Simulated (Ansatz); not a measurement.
Stretching the Sb1–Br4 bond in BrH2Sb (SMILES [Br][SbH2]) (multiplicity 1 held, fragments rigid). Energies count from the point at 2.546 Å.
Geometry at that point (charge 0, multiplicity 1):
```
atom    x (Å)    y (Å)    z (Å)
----  -------  -------  -------
Sb    -0.5985  -0.6075   0.5411
H     -0.2715  -1.9721  -0.4492
H     -1.9855  -0.2433  -0.4041
Br     0.9365   0.9485  -0.7641
```

R- and RO- levels are restricted; in cc, def2 and unpolarised 6-31G sets they are followed outwards from rest. U- levels take the lowest unrestricted solution at each point, which mixes spins at long bonds. Active spaces are followed from a long bond inwards. Levels need not reach the same state.

Cores are frozen in the correlated methods. Filled d and f shells under p-block atoms count as core.

The values were computed with Ansatz (a first-principles code) with Gaussian orbitals. Each number belongs to the level named beside it. In def2 rows elements past Kr take small-core potentials, without spin–orbit coupling.

Energies in eV.

```json
[
 {"R (Å)": "2.037", "R-HF/def2-SVP": "3.17", "U-HF/def2-SVP": "3.17", "R-CCSDT/def2-SVP": "3.27", "CASSCF(6,4)/def2-SVP": "3.06", "FIC-MRCISD on CASSCF(6,4)/def2-SVP": "3.21", "FIC-MRCISD+Q on CASSCF(6,4)/def2-SVP": "3.27"},
 {"R (Å)": "2.291", "R-HF/def2-SVP": "0.54", "U-HF/def2-SVP": "0.54", "R-CCSDT/def2-SVP": "0.59", "CASSCF(6,4)/def2-SVP": "0.61", "FIC-MRCISD on CASSCF(6,4)/def2-SVP": "0.59", "FIC-MRCISD+Q on CASSCF(6,4)/def2-SVP": "0.60"},
 {"R (Å)": "2.546", "R-HF/def2-SVP": "0.00", "U-HF/def2-SVP": "0.00", "R-CCSDT/def2-SVP": "0.00", "CASSCF(6,4)/def2-SVP": "0.00", "FIC-MRCISD on CASSCF(6,4)/def2-SVP": "0.00", "FIC-MRCISD+Q on CASSCF(6,4)/def2-SVP": "0.00"},
 {"R (Å)": "2.800", "R-HF/def2-SVP": "0.29", "U-HF/def2-SVP": "0.29", "R-CCSDT/def2-SVP": "0.22", "CASSCF(6,4)/def2-SVP": "0.18", "FIC-MRCISD on CASSCF(6,4)/def2-SVP": "0.22", "FIC-MRCISD+Q on CASSCF(6,4)/def2-SVP": "0.22"},
 {"R (Å)": "3.055", "R-HF/def2-SVP": "0.86", "U-HF/def2-SVP": "0.85", "R-CCSDT/def2-SVP": "0.71", "CASSCF(6,4)/def2-SVP": "0.63", "FIC-MRCISD on CASSCF(6,4)/def2-SVP": "0.70", "FIC-MRCISD+Q on CASSCF(6,4)/def2-SVP": "0.70"},
 {"R (Å)": "3.437", "R-HF/def2-SVP": "1.79", "U-HF/def2-SVP": "1.37", "R-CCSDT/def2-SVP": "1.46", "CASSCF(6,4)/def2-SVP": "1.32", "FIC-MRCISD on CASSCF(6,4)/def2-SVP": "1.43", "FIC-MRCISD+Q on CASSCF(6,4)/def2-SVP": "1.43"},
 {"R (Å)": "3.819", "R-HF/def2-SVP": "2.62", "U-HF/def2-SVP": "1.57", "R-CCSDT/def2-SVP": "2.00", "CASSCF(6,4)/def2-SVP": "1.81", "FIC-MRCISD on CASSCF(6,4)/def2-SVP": "1.96", "FIC-MRCISD+Q on CASSCF(6,4)/def2-SVP": "1.97"},
 {"R (Å)": "4.455", "R-HF/def2-SVP": "3.68", "U-HF/def2-SVP": "1.66", "R-CCSDT/def2-SVP": "2.41", "CASSCF(6,4)/def2-SVP": "2.14", "FIC-MRCISD on CASSCF(6,4)/def2-SVP": "2.34", "FIC-MRCISD+Q on CASSCF(6,4)/def2-SVP": "2.36"},
 {"R (Å)": "5.092", "R-HF/def2-SVP": "4.38", "U-HF/def2-SVP": "1.67", "R-CCSDT/def2-SVP": "2.50", "CASSCF(6,4)/def2-SVP": "2.21", "FIC-MRCISD on CASSCF(6,4)/def2-SVP": "2.43", "FIC-MRCISD+Q on CASSCF(6,4)/def2-SVP": "2.44"},
 {"R (Å)": "5.855", "R-HF/def2-SVP": "4.89", "U-HF/def2-SVP": "1.68", "R-CCSDT/def2-SVP": "2.52", "CASSCF(6,4)/def2-SVP": "2.22", "FIC-MRCISD on CASSCF(6,4)/def2-SVP": "2.45", "FIC-MRCISD+Q on CASSCF(6,4)/def2-SVP": "2.46"},
 {"R (Å)": "6.874", "R-HF/def2-SVP": "5.25", "U-HF/def2-SVP": "1.68", "R-CCSDT/def2-SVP": "2.52", "CASSCF(6,4)/def2-SVP": "2.22", "FIC-MRCISD on CASSCF(6,4)/def2-SVP": "2.45", "FIC-MRCISD+Q on CASSCF(6,4)/def2-SVP": "2.47"},
 {"R (Å)": "8.146", "R-HF/def2-SVP": "5.50", "U-HF/def2-SVP": "1.68", "R-CCSDT/def2-SVP": "2.52", "CASSCF(6,4)/def2-SVP": "2.22", "FIC-MRCISD on CASSCF(6,4)/def2-SVP": "2.45", "FIC-MRCISD+Q on CASSCF(6,4)/def2-SVP": "2.47"}
]
```

Doubts at one or more of the structures used: a restricted determinant that unrestricted orbitals would lower (R-HF/def2-SVP, R-CCSDT/def2-SVP); a spin-contaminated determinant (U-HF/def2-SVP); T1 above 0.05 (R-CCSDT/def2-SVP); other coupled-cluster roots lie near (R-CCSDT/def2-SVP); active orbitals that take no part (CASSCF(6,4)/def2-SVP, FIC-MRCISD on CASSCF(6,4)/def2-SVP, FIC-MRCISD+Q on CASSCF(6,4)/def2-SVP).
